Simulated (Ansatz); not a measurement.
Reaction (ligand exchange at a Ge–C bond): `[CH3][GeH2][C](=N)F` + CH₃OH → `C[O][GeH2][CH3]` + `N=CF`

Program: Ansatz. Geometries: PBE0-D4/def2-TZVP. ΔE: electronic, gas phase. CBS: MP2 limit from def2 TZ/QZ plus the TZ coupled-cluster correction, frozen cores. This one scheme is used for every species. Functionals use def2-TZVPP. B3LYP here is the variant with VWN-RPA as its local correlation; programs differ in this. For Ge outer-core shells are correlated without core-valence functions, which leaves a few kJ/mol of doubt a bond. Scalar relativity is left out up to krypton. One conformer a species, not always the lowest.

`[CH3][GeH2][C](=N)F`:

Z-matrix (Å, degrees):
```
C
Ge 1 1.946
H 1 1.090 2 110.3
H 1 1.091 2 110.3 3 -120.3
H 1 1.090 2 109.6 3 119.9
C 2 1.981 1 109.2 3 -61.6
H 2 1.537 1 111.6 3 179.3
H 2 1.539 1 112.5 3 55.3
F 6 1.350 2 111.3 1 -54.7
N 6 1.247 2 131.7 1 124.5
H 10 1.016 6 110.8 2 0.7
```

CH₃OH:

Z-matrix (Å, degrees):
```
C
O 1 1.409
H 1 1.097 2 112.4
H 1 1.090 2 107.0 3 -118.5
H 1 1.097 2 112.4 3 123.0
H 2 0.959 1 108.5 3 -61.6
```

`C[O][GeH2][CH3]`:

Z-matrix (Å, degrees):
```
C
O 1 1.404
H 1 1.093 2 108.3
H 1 1.099 2 112.2 3 -119.1
H 1 1.099 2 112.2 3 119.1
Ge 2 1.784 1 118.3 3 -179.9
C 6 1.936 2 105.0 1 179.6
H 6 1.546 2 108.1 1 -59.4
H 6 1.546 2 108.1 1 58.6
H 7 1.090 6 109.7 2 59.9
H 7 1.090 6 109.7 2 -59.8
H 7 1.091 6 110.6 2 -180.0
```

`N=CF`:

Z-matrix (Å, degrees):
```
C
N 1 1.242
F 1 1.328 2 120.0
H 1 1.092 2 129.8 3 -180.0
H 2 1.016 1 110.6 3 -180.0
```

```json
{"level": "LDA (SPW92)", "ΔE (kJ/mol)": "-36.2", "difference from CCSD(T)/CBS": "7.2"}
{"level": "revPBE-D4", "ΔE (kJ/mol)": "-37.4", "difference from CCSD(T)/CBS": "6.0"}
{"level": "BLYP-D4", "ΔE (kJ/mol)": "-42.7", "difference from CCSD(T)/CBS": "0.7"}
{"level": "B3LYP-D4", "ΔE (kJ/mol)": "-44.9", "difference from CCSD(T)/CBS": "-1.5"}
{"level": "r2SCAN0-D4", "ΔE (kJ/mol)": "-44.7", "difference from CCSD(T)/CBS": "-1.3"}
{"level": "ωB97X-V", "ΔE (kJ/mol)": "-45.1", "difference from CCSD(T)/CBS": "-1.7"}
{"level": "PBE-QIDH", "ΔE (kJ/mol)": "-44.8", "difference from CCSD(T)/CBS": "-1.4"}
{"level": "PBE", "ΔE (kJ/mol)": "-36.6", "difference from CCSD(T)/CBS": "6.8"}
{"level": "revPBE", "ΔE (kJ/mol)": "-36.3", "difference from CCSD(T)/CBS": "7.1"}
{"level": "r2SCAN", "ΔE (kJ/mol)": "-43.6", "difference from CCSD(T)/CBS": "-0.2"}
{"level": "BHLYP", "ΔE (kJ/mol)": "-50.7", "difference from CCSD(T)/CBS": "-7.3"}
{"level": "CCSD/def2-SVP", "ΔE (kJ/mol)": "-54.9", "difference from CCSD(T)/CBS": "-11.5"}
{"level": "CCSD/def2-TZVPP", "ΔE (kJ/mol)": "-46.9", "difference from CCSD(T)/CBS": "-3.5"}
{"level": "CCSD(T)/def2-TZVPP", "ΔE (kJ/mol)": "-45.0", "difference from CCSD(T)/CBS": "-1.6"}
{"level": "HF/def2-QZVPP", "ΔE (kJ/mol)": "-61.0", "difference from CCSD(T)/CBS": "-17.6"}
{"level": "MP2/def2-QZVPP", "ΔE (kJ/mol)": "-46.2", "difference from CCSD(T)/CBS": "-2.8"}
{"level": "CCSD(T)/CBS", "ΔE (kJ/mol)": "-43.4", "difference from CCSD(T)/CBS": "0"}
```

Largest T1 diagnostic among the species: 0.013.

In def2-TZVPP, CCSD(T) changes the Hartree–Fock value by +15.1 kJ/mol (the triples alone add +1.9 kJ/mol) and MP2 by +13.2 kJ/mol. At CCSD(T), def2-SVP lies −10.2 kJ/mol from the extrapolated value and def2-TZVPP −1.6 kJ/mol. From BLYP to BHLYP (50 % exact exchange), in def2-TZVPP and without D4, ΔE moves by −7.7 kJ/mol.

CCSD(T)/CBS has its own doubt, a few kJ/mol and more with outer-core shells, so smaller differences from it don't rank the levels.
